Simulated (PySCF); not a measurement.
C₂H₅Zn, SMILES [Zn+][CH2]C, charge +1.

Geometry: PBE0-D3(BJ)/def2-SVP. The spin state was assumed, not searched. The isomer is the one that the SMILES or the coordinates give; other isomers of the formula were not compared.

Calculation: IEF-PCM-ωB97X/def2-SVP (PySCF).

The values are the electrostatic part of the solvation free energy, E(continuum) − E(gas) at the gas-phase geometry, in a cavity of scaled van der Waals radii (PySCF's table); cavitation and dispersion terms are not included. A continuum can't describe solvent molecules that bind to the metal. In vacuum the orbital gap is 8.72 eV.

Question: Estimate the values in water (ε = 78.36), 1-octanol (ε = 9.86), n-hexane (ε = 1.88). (The exact figures need the calculation; the answer reports its results.)

Answer: 
```csv
solvent,ε,ΔG(elec) (kcal/mol),gap (eV)
water,78.36,-94.1,9.88
1-octanol,9.86,-83.7,9.67
n-hexane,1.88,-40.2,9.03
```
